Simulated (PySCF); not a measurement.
C₄H₁₂BrNSi (SMILES CN(C)[Si](C)(C)Br), singlet, at a GFN2-xTB geometry; CASSCF(10,8)/STO-3G in PySCF.

The PySCF input:
```python
from pyscf import gto, scf, mcscf
import numpy

mol = gto.M(
    atom='''
C     2.091317    1.214121   -0.060700
N     1.268091    0.367386   -0.892195
C     1.811029    0.214957   -2.219702
Si   -0.397023    0.110781   -0.552076
C    -1.519254    1.648885   -0.593970
C    -1.078527   -1.301789   -1.609861
Br   -0.429730   -0.591889    1.581990
H     1.699558    1.245778    0.952626
H     2.138927    2.237581   -0.450848
H     3.107197    0.813131   -0.025148
H     1.872728    1.177538   -2.741450
H     1.191544   -0.458968   -2.803565
H     2.819426   -0.202687   -2.156365
H    -2.523885    1.417872   -0.249687
H    -1.599837    2.058184   -1.597635
H    -1.128395    2.432587    0.051036
H    -0.407585   -2.155886   -1.617257
H    -1.242191   -0.990759   -2.636564
H    -2.032661   -1.637921   -1.214957
''',
    basis='sto-3g',
    charge=0,
    spin=0,
    verbose=4,
)

mf = scf.RHF(mol)
mf.kernel()
mc = mcscf.CASSCF(mf, 8, 10)
mc.fix_spin_(ss=0.0)
mc.kernel()
occ = numpy.linalg.eigvalsh(mc.fcisolver.make_rdm1(mc.ci, mc.ncas, mc.nelecas))[::-1]
ss = mc.fcisolver.spin_square(mc.ci, mc.ncas, mc.nelecas)[0]
print('natural occupations', occ.round(4), ' <S^2>', round(ss, 4))
```

Question: What does PySCF print? Leave out banner, timings and long lists.

Answer: 
```
PySCF version 2.14.0

[INPUT] verbose = 4
[INPUT] num. atoms = 19
[INPUT] num. electrons = 92
[INPUT] charge = 0
[INPUT] spin (= nelec alpha-beta = 2S) = 0
[INPUT] symmetry False subgroup None
[INPUT] Mole.unit = angstrom
[INPUT] Symbol           X                Y                Z      unit          X                Y                Z       unit  Magmom
[...]
nuclear repulsion = 649.862572180582
number of shells = 40
number of NR pGTOs = 192
number of NR cGTOs = 64
basis = sto-3g
ecp = {}

******** <class 'pyscf.scf.hf.RHF'> ********
method = RHF
initial guess = minao
damping factor = 0
level_shift factor = 0
DIIS = <class 'pyscf.scf.diis.CDIIS'>
diis_start_cycle = 1
diis_space = 8
diis_damp = 0
SCF conv_tol = 1e-09
SCF conv_tol_grad = None
SCF max_cycles = 50
direct_scf = True
direct_scf_tol = 1e-13
Set gradient conv threshold to 3.16228e-05
Initial guess from minao.
init E= -3037.76355195715
[...]
cycle= 1 E= -3040.64608334505  delta_E= -2.88  |g|= 0.411  |ddm|= 4.99
[...]
cycle= 2 E= -3040.73267006082  delta_E= -0.0866  |g|= 0.11  |ddm|= 0.939
[...]
cycle= 3 E= -3040.73811669575  delta_E= -0.00545  |g|= 0.0334  |ddm|= 0.228
[...]
cycle= 4 E= -3040.73869381525  delta_E= -0.000577  |g|= 0.00503  |ddm|= 0.0777
[...]
cycle= 5 E= -3040.73871150315  delta_E= -1.77e-05  |g|= 0.00119  |ddm|= 0.0148
[...]
cycle= 6 E= -3040.73871243621  delta_E= -9.33e-07  |g|= 0.000207  |ddm|= 0.0034
[...]
cycle= 7 E= -3040.73871246665  delta_E= -3.04e-08  |g|= 4.69e-05  |ddm|= 0.000637
[...]
cycle= 8 E= -3040.73871246818  delta_E= -1.52e-09  |g|= 1.15e-05  |ddm|= 0.000137
[...]
cycle= 9 E= -3040.7387124683  delta_E= -1.24e-10  |g|= 2.48e-06  |ddm|= 4.4e-05
[...]
Extra cycle  E= -3040.73871246831  delta_E= -8.19e-12  |g|= 1.05e-06  |ddm|= 6.05e-06
converged SCF energy = -3040.73871246831

******** <class 'pyscf.mcscf.mc1step.CASSCF'> ********
CAS (5e+5e, 8o), ncore = 41, nvir = 15
max_cycle_macro = 50
max_cycle_micro = 4
conv_tol = 1e-07
conv_tol_grad = None
orbital rotation max_stepsize = 0.02
orbital rotation threshold for CI restart = 0.01
augmented hessian ah_max_cycle = 30
augmented hessian ah_conv_tol = 1e-12
augmented hessian ah_linear dependence = 1e-14
augmented hessian ah_level shift = 1e-08
augmented hessian ah_start_tol = 2.5
augmented hessian ah_start_cycle = 3
augmented hessian ah_grad_trust_region = 3
kf_trust_region = 3
kf_interval = 4
ci_response_space = 4
ci_grad_trust_region = 3
with_dep4 0
natorb = False
canonicalization = True
sorting_mo_energy = False
[...]
CASCI E = -3040.75068214014  S^2 = 0.0000000
[...]
               |grad[o]|=0.000408  |grad[c]|=0.00201  |ddm|=0.000231  |maxRot[o]|=0.00664
macro iter  33 ( 13 JK    2 micro), CASSCF E = -3040.77717273941  dE = -3.53880841e-06  S^2 = 0.0000000
               |grad[o]|=0.00022  |grad[c]|=0.000741  |ddm|=5.29e-05  |maxRot[o]|=0.0113
macro iter  34 (  7 JK    2 micro), CASSCF E = -3040.77718511412  dE = -1.23747091e-05  S^2 = 0.0000000
               |grad[o]|=0.000164  |grad[c]|=0.000285  |ddm|=0.000304  |maxRot[o]|=0.0193
macro iter  35 (  6 JK    2 micro), CASSCF E = -3040.77719376743  dE = -8.65330958e-06  S^2 = 0.0000000
               |grad[o]|=0.000174  |grad[c]|=0.000216  |ddm|=0.000324  |maxRot[o]|=0.0216
macro iter  36 (  4 JK    1 micro), CASSCF E = -3040.77719768655  dE = -3.91912454e-06  S^2 = 0.0000000
               |grad[o]|=0.000156  |grad[c]|=0.00154  |ddm|=0.000179  |maxRot[o]|=0.0142
macro iter  37 (  6 JK    1 micro), CASSCF E = -3040.77719971632  dE = -2.02976207e-06  S^2 = 0.0000000
               |grad[o]|=0.000131  |grad[c]|=0.0011  |ddm|=0.000136  |maxRot[o]|=0.00996
macro iter  38 (  6 JK    1 micro), CASSCF E = -3040.77720074703  dE = -1.03071534e-06  S^2 = 0.0000000
               |grad[o]|=0.000102  |grad[c]|=0.000788  |ddm|=0.000104  |maxRot[o]|=0.00714
macro iter  39 (  5 JK    1 micro), CASSCF E = -3040.77720126557  dE = -5.18537945e-07  S^2 = 0.0000000
               |grad[o]|=6.55e-05  |grad[c]|=0.000555  |ddm|=7.92e-05  |maxRot[o]|=0.00505
macro iter  40 (  4 JK    1 micro), CASSCF E = -3040.77720154298  dE = -2.77409981e-07  S^2 = 0.0000000
               |grad[o]|=5.12e-05  |grad[c]|=0.000408  |ddm|=5.73e-05  |maxRot[o]|=0.00377
macro iter  41 (  3 JK    1 micro), CASSCF E = -3040.77720168076  dE = -1.37780717e-07  S^2 = 0.0000000
               |grad[o]|=3.74e-05  |grad[c]|=0.000286  |ddm|=4.47e-05  |maxRot[o]|=0.00249
macro iter  42 (  3 JK    1 micro), CASSCF E = -3040.77720175454  dE = -7.37782102e-08  S^2 = 0.0000000
               |grad[o]|=3.42e-05  |grad[c]|=0.000209  |ddm|=3.05e-05  |maxRot[o]|=0.00196
1-step CASSCF converged in  42 macro (394 JK  97 micro) steps
CASSCF canonicalization
Density matrix diagonal elements [1.97990355 1.98175152 1.99567479 1.9930781  1.99034827 0.02077651
 0.02118183 0.01728543]
CASSCF energy = -3040.77720175454
CASCI E = -3040.77720175454  E(CI) = -18.3247505588242  S^2 = 0.0000000
natural occupations [1.9984 1.997  1.9861 1.9821 1.978  0.0245 0.0178 0.0163]  <S^2> 0.0
```
